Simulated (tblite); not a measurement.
Species: C₅H₉N₃Si.
Bonds: C1–C2, C2–N3 (aromatic), N3–N4 (aromatic), N4–C5 (aromatic), C5–C6, C5–C7 (aromatic), C7–Si8, C7–N9 (aromatic), C2–N9 (aromatic). Hydrogens: H10, H11, H12 on C1; H13, H14, H15 on C6; H16, H17, H18 on Si8.

Computed with GFN2-xTB (tblite), gas phase: L-BFGS steps from a force-field or distance-geometry start until the largest atomic force falls under 0.01 eV/Å.

Step 0: E = -700.7043 eV
```
atom  x, y, z in Å  |  force x, y, z in eV/Å
C1      3.2114   -0.2596    0.5641   -0.419  -0.036  -0.091
C2      1.8038    0.1280    0.1771   -0.166   0.198   0.205
N3      1.6159    1.3547   -0.3088   -2.577   0.004  -0.539
N4      0.3438    1.7501   -0.6477    1.468  -1.941   1.096
C5     -0.6852    0.8855   -0.4438    1.316   2.049  -0.816
C6     -2.0409    1.3974   -0.8423    0.288   0.206   0.167
C7     -0.4363   -0.3719    0.0717    1.796  -1.100   0.775
Si8    -1.7400   -1.6532    0.3990   -1.081  -1.203   0.355
N9      0.8287   -0.7716    0.4060   -1.117   1.394  -0.842
H10     3.3992    0.0521    1.5989   -0.047  -0.068  -0.292
H11     3.3382   -1.3414    0.4880   -0.144   0.150   0.100
H12     3.9232    0.2244   -0.0955    0.002   0.159   0.040
H13    -1.9714    2.4209   -1.2195    0.230  -0.162   0.050
H14    -2.7002    1.4216    0.0237   -0.039  -0.206  -0.015
H15    -2.4770    0.7846   -1.6244   -0.039  -0.190   0.063
H16    -2.4600   -1.9779   -0.8600    0.232   0.160   0.193
H17    -2.7636   -1.1132    1.3380    0.336  -0.022  -0.222
H18    -1.1983   -2.9240    0.9637   -0.039   0.610  -0.228
```

Step 1: E = -700.9439 eV
```
atom  x, y, z in Å  |  force x, y, z in eV/Å
C1      3.2054   -0.2602    0.5628   -0.325   0.116  -0.170
C2      1.8014    0.1309    0.1800   -0.149   0.558  -0.058
N3      1.5791    1.3547   -0.3165    0.132  -0.692   0.190
N4      0.3647    1.7224   -0.6320    0.052   0.042   0.049
C5     -0.6664    0.9148   -0.4555    0.238  -0.599   0.160
C6     -2.0368    1.4003   -0.8399    0.361   0.121   0.023
C7     -0.4106   -0.3876    0.0828   -0.662   0.518  -0.240
Si8    -1.7554   -1.6704    0.4040   -0.473  -0.502   0.147
N9      0.8128   -0.7517    0.3940    0.498   0.174  -0.074
H10     3.3985    0.0511    1.5948   -0.055  -0.046  -0.217
H11     3.3362   -1.3393    0.4894   -0.164   0.079   0.071
H12     3.9232    0.2267   -0.0949   -0.101   0.100   0.085
H13    -1.9681    2.4186   -1.2188    0.146  -0.005  -0.006
H14    -2.7008    1.4186    0.0235    0.052  -0.201  -0.007
H15    -2.4776    0.7819   -1.6235    0.093  -0.096   0.190
H16    -2.4567   -1.9756   -0.8572    0.140   0.104   0.070
H17    -2.7588   -1.1136    1.3349    0.198   0.018  -0.106
H18    -1.1988   -2.9153    0.9605    0.019   0.312  -0.105
```

Problem. Estimate the geometry and energy of step 2. (The exact step hangs on the optimiser's Hessian estimate; all steps are aligned on step 1, rigid shifts and turns removed.)

Solution. E = -700.9733 eV, largest force 0.295 eV/Å
```
atom  x, y, z in Å  |  force x, y, z in eV/Å
C1      3.2004   -0.2586    0.5603   -0.189   0.120  -0.135
C2      1.7991    0.1388    0.1795   -0.013  -0.089   0.131
N3      1.5774    1.3452   -0.3146    0.211   0.074  -0.049
N4      0.3675    1.7203   -0.6298    0.013   0.042   0.006
C5     -0.6613    0.9094   -0.4544   -0.047  -0.240   0.032
C6     -2.0315    1.4023   -0.8394    0.258  -0.025   0.053
C7     -0.4172   -0.3820    0.0806   -0.190  -0.050   0.014
Si8    -1.7634   -1.6789    0.4065   -0.225  -0.186   0.042
N9      0.8181   -0.7474    0.3918   -0.123   0.117  -0.096
H10     3.3977    0.0504    1.5914   -0.067  -0.028  -0.181
H11     3.3337   -1.3380    0.4905   -0.194   0.092   0.043
H12     3.9218    0.2283   -0.0937   -0.109   0.090   0.066
H13    -1.9658    2.4183   -1.2188    0.165   0.039  -0.014
H14    -2.7001    1.4156    0.0234    0.113  -0.175  -0.043
H15    -2.4763    0.7803   -1.6208    0.134  -0.052   0.208
H16    -2.4545   -1.9740   -0.8560    0.080   0.068  -0.004
H17    -2.7556   -1.1134    1.3331    0.109   0.041  -0.033
H18    -1.1986   -2.9102    0.9587    0.071   0.164  -0.041
```

The energy changes by -0.0294 eV. The first-order estimate −F·Δx gives -0.0472 eV and the mean of the old and new forces, exact on a quadratic surface, -0.0294 eV. The step makes an angle of 18° with the force vector and moves no atom by more than 0.012 Å.
